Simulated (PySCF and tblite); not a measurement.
Results of a calculation; reference values are marked as such.
System: C3H6BClS, numbered as in [CH2:1]=[CH:2][B:3]([Cl:4])[S:5][CH3:6].

The path came from a restrained scan, a climbing-image band and a saddle search at GFN2-xTB; energies are PBE0/pcSseg-1 + D3(BJ), IEF-PCM chloroform//B3LYP-D3(BJ)/def2-SVP, thermal terms GFN2-xTB. Rates follow Eyring's equation with the number of equivalent paths and no tunnelling. Programs: tblite and PySCF.

Task: How high is the barrier to the rotation about the B3–S5 bond (torsion C2–B3–S5–C6 from 179° to 356°, rising), through which structure does it pass, and what rate follows at 298 K?

Result: The electronic barrier is 12.3 kcal/mol and ΔG‡(298 K) 12.3 kcal/mol, over a C1 saddle with an imaginary mode of 113i cm⁻¹ (GFN2-xTB). With 2 equivalent paths, k is 1.3×10⁴ s⁻¹, a mean lifetime of the start of 78 µs against this motion. The end lies 2.1 kcal/mol above the start in free energy.
